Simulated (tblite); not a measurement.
C5H9PS.
Cartesian coordinates in Å at the GFN2-xTB level; atoms count from 1:
```xyz
16
C5H9PS angstrom
C      2.264    0.623   -0.717
C      1.616   -0.444   -0.290
C      0.332   -0.363    0.455
C     -0.867   -1.196   -0.058
C     -1.969   -0.179    0.291
P     -0.704    1.183    0.323
S     -0.707    2.653    1.570
H      3.200    0.561   -1.244
H      1.874    1.615   -0.533
H      1.994   -1.444   -0.459
H      0.496   -0.564    1.522
H     -0.794   -1.335   -1.136
H     -0.980   -2.169    0.416
H     -2.797   -0.100   -0.411
H     -2.366   -0.331    1.297
H     -0.600    1.501   -1.036
```

Level: GFN2-xTB in tblite, geometry and Hessian alike; calculated harmonic values, unscaled, isolated species. Against measured fundamentals such values can be off by several per cent, at times by over 20. Modes of hydrogen on phosphorus can be 10 to 20 % off. One conformer, not necessarily the lowest.

Harmonic wavenumbers (cm⁻¹): 88.0, 110.4, 134.0, 166.7, 229.2, 334.5, 399.0, 511.4, 614.6, 659.4, 676.8, 726.0, 770.8, 812.3, 854.0, 896.5, 922.1, 955.1, 997.7, 1008.2, 1010.7, 1066.4, 1083.7, 1134.8, 1174.2, 1195.9, 1222.5, 1263.5, 1279.0, 1398.0, 1423.6, 1480.8, 1709.4, 2207.1, 2878.6, 2963.8, 2994.1, 3000.9, 3006.2, 3043.9, 3056.8, 3131.3.

A = 2466, B = 1498, C = 1015 MHz; mass 132.016 u (most abundant isotopes); point group C1, symmetry number 1.

Problem. What is the zero-point energy?

Solution. ½Σν̃ = 27296 cm⁻¹ = 78.04 kcal/mol.

Problem. What is S at 500 K and 1 bar for an ideal gas of classical rigid rotors and harmonic oscillators?

Solution. Translation 43.14, rotation 30.38, vibration 36.61: S = 110.1 cal/(mol K).

Problem. And Cp and H(500 K) − H(0)?

Solution. Cp = 48.28 cal/(mol K), of which vibrations give 40.33 (their classical limit is 42 R = 83.5); H(500 K) − H(0) = 13.91 kcal/mol without the zero-point energy, 9.93 from vibrations.

Problem. What must be added to the electronic energy to get the Gibbs energy at 500 K and 1 bar?

Solution. ZPE + [H(500 K) − H(0)] − T·S = 78.04 + 13.91 − 55.07 = 36.88 kcal/mol.

Problem. Blend soft modes into free rotors: weight 1/[1 + (100 cm⁻¹/ν̃)⁴] for the oscillator and the rest for a rotor with moment μB/(μ + B), μ = h/(8π²ν), B = 10⁻⁴⁴ kg m². What vibrational entropy results?

Solution. 35.17 cal/(mol K) in place of 36.61, which changes −T·S at 500 K by +0.72 kcal/mol.

Problem. How do the functions run with temperature in this model?

Solution. 
```json
{"T (K)": "50", "S (cal/(mol K))": "56.5", "Cp (cal/(mol K))": "11.2", "H − H(0) (kcal/mol)": "0.45", "G − H(0) (kcal/mol)": "-2.38", "ln q(vib)": "0.16"}
{"T (K)": "100", "S (cal/(mol K))": "65.8", "Cp (cal/(mol K))": "15.6", "H − H(0) (kcal/mol)": "1.13", "G − H(0) (kcal/mol)": "-5.45", "ln q(vib)": "0.86"}
{"T (K)": "298.15", "S (cal/(mol K))": "89.5", "Cp (cal/(mol K))": "31.9", "H − H(0) (kcal/mol)": "5.72", "G − H(0) (kcal/mol)": "-20.97", "ln q(vib)": "4.47"}
{"T (K)": "373.15", "S (cal/(mol K))": "97.4", "Cp (cal/(mol K))": "38.6", "H − H(0) (kcal/mol)": "8.37", "G − H(0) (kcal/mol)": "-27.98", "ln q(vib)": "5.91"}
{"T (K)": "750", "S (cal/(mol K))": "132.4", "Cp (cal/(mol K))": "61.2", "H − H(0) (kcal/mol)": "27.73", "G − H(0) (kcal/mol)": "-71.55", "ln q(vib)": "13.39"}
{"T (K)": "1000", "S (cal/(mol K))": "151.2", "Cp (cal/(mol K))": "69.5", "H − H(0) (kcal/mol)": "44.14", "G − H(0) (kcal/mol)": "-107.06", "ln q(vib)": "18.11"}
```

q(vib) and H(0) count from the zero-point level.

Hindered rotation and anharmonicity are outside this model. Other conformers, if any are populated, would add a mixing term that is left out. The structure is chiral; the term R ln 2 for an equal mix with its mirror image is left out.
